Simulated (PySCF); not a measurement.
## Broadened absorption spectrum of C6H6ClFO

Compound: C₆H₆ClFO.
Geometry (GFN2-xTB, Å), atoms numbered from 1 in this order:
```
atom  x, y, z in Å
C1     2.881    0.020   -0.055
C2     1.645    0.471    0.158
C3     0.471   -0.339   -0.053
F4     0.741   -1.593   -0.471
C5    -0.839   -0.013    0.107
C6    -1.919   -1.013   -0.175
C7    -1.206    1.321    0.560
O8    -0.502    2.245    0.838
Cl9   -2.959    1.550    0.706
H10    3.738    0.648    0.111
H11    3.073   -0.983   -0.401
H12    1.465    1.476    0.503
H13   -2.498   -1.206    0.726
H14   -1.493   -1.947   -0.528
H15   -2.602   -0.629   -0.931
```

Method used: PySCF 2.14.0, density-fitted response routines, TDDFT wB97X-D/def2-SVPD, vertical, gas phase, core orbitals frozen in the response.

Broadening: Gaussians 0.5 eV wide at half height, area fixed by f = 4.319×10⁻⁹ ∫ε dν̃. The width is an assumption, not a result. The curve ends short of the highest state used, and states not computed would add to its high-energy end.

```
E (eV)  ε (L mol⁻¹ cm⁻¹)
  3.60                 0
  3.70                 2
  3.80                13
  3.90                73
  4.00               336
  4.10              1243
  4.20              3681
  4.30              8734
  4.40             16601
  4.50             25278
  4.60             30835
  4.70             30131
  4.80             23586
  4.89             15653
  4.99              8039
  5.09              3308
  5.19              1090
  5.29               288
  5.39                63
  5.49                21
  5.59                46
  5.69               147
  5.79               395
  5.89               861
  5.99              1517
  6.09              2161
  6.19              2499
  6.28              2405
  6.38              1970
  6.48              1533
```

(1) Where are the band maxima, and which computed states make them?

(2) On this curve, what absorbance would a 10⁻³ mol/L sample give at 280 nm over a 1 cm path?

(3) Coming from long wavelengths, where does ε first pass 100 L mol⁻¹ cm⁻¹?

Answers

(1) 267 nm (4.64 eV), ε about 31000, made up of S2 (100%); 200 nm (6.21 eV), ε about 2500, made up of S4 (95%) (ε in L mol⁻¹ cm⁻¹; maxima over ε = 5, shares over 10%). The states used: S1 4.35 eV (f 0.0000); S2 4.64 eV (f 0.582); S3 5.94 eV (f 0.0003); S4 6.20 eV (f 0.044); S5 6.50 eV (f 0.0060); S6 6.87 eV (f 0.0001); S7 7.03 eV (f 0.0085); S8 7.08 eV (f 0.228).

(2) 280 nm is 4.428 eV, where ε is about 19000 L mol⁻¹ cm⁻¹, so A = ε c l ≈ 19 (Beer–Lambert, with the gas-phase spectrum and the assumed width).

(3) At about 316 nm (3.92 eV), 0.43 eV below S1.

Cost: about 2.3 min of CPU time on one thread; the machine was shared, so the figure is rough.

One conformer stands for the species.
